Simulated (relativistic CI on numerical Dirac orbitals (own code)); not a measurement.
**Hyperfine structure of In25+, mass number 113**

Method of calculation: Dirac-Coulomb-Breit CI, KLI orbitals optimised for each configuration, QED by a radiative potential, unscaled Slater integrals (own radial code, finite nucleus).

CI space (outside the closed core [Ne]): 3s2 3p6 3d6, 3s2 3p5 3d7, 3s2 3p4 3d8, 3s 3p6 3d7, 3p6 3d8, 3s 3p5 3d8, 3s2 3p6 3d5 4s, 3s2 3p6 3d5 4p, 3s2 3p6 3d5 4d, 3s2 3p4 3d7 4s, 3s2 3p6 3d5 4f, 3s2 3p5 3d6 4s, 3s2 3p6 3d4 4s2, 3s2 3p6 3d5 5s, 3s 3p6 3d6 4s, 3s2 3p6 3d5 5p. Levels of other configurations are missing.

Nuclear spin I = 9/2, μ = 5.5208 μN, Q = 0.761 b (tables of Stone and Pyykkö). The electronic factors are computed for point nuclear moments, without core polarisation or the Bohr-Weisskopf and QED corrections.

```
           Level  E (cm⁻¹)  A (MHz)  B (MHz)
3s2 3p6 3d6 5D_4       0.0     9238    12200
3s2 3p6 3d6 5D_3   43622.3     6475     2470
3s2 3p6 3d6 5D_1   60390.1     7880    -4150
3s2 3p6 3d6 3G_5  114201.5    12800     3940
3s2 3p6 3d6 3H_6  114287.1    13850    -8220
3s2 3p6 3d6 3F_3  133506.7    15390     6870
3s2 3p6 3d6 3F_2  136284.5    17720    -3750
3s2 3p6 3d6 3H_4  162964.2    13770    -1010
```

Levels with J = 0, under 50 % of one LS term, or S terms without an open s electron are left out. Small factors come from cancelling terms and can be off by tens of per cent or more.

At this charge energies of transitions that change n are usually good to better than 1 %, and those within a shell (Δn = 0) to a few per cent. Terms inside the open d or f shell come out 10 to 20 % too wide with unscaled integrals.

Task: Give the hyperfine levels of 3s2 3p6 3d6 5D_4 relative to its centre of gravity.

Result: With K = F(F + 1) − I(I + 1) − J(J + 1), E = AK/2 + B[¾K(K + 1) − I(I + 1)J(J + 1)]/[2I(2I − 1)J(2J − 1)]: F = 1/2: -197600, F = 3/2: -184900, F = 5/2: -163600, F = 7/2: -133300, F = 9/2: -93650, F = 11/2: -44240, F = 13/2: 15570, F = 15/2: 86490, F = 17/2: 169300 MHz.

LS names give the leading component of a level, which can be under half, so a name can repeat, a term be missing and a line seem to break the LS rules.
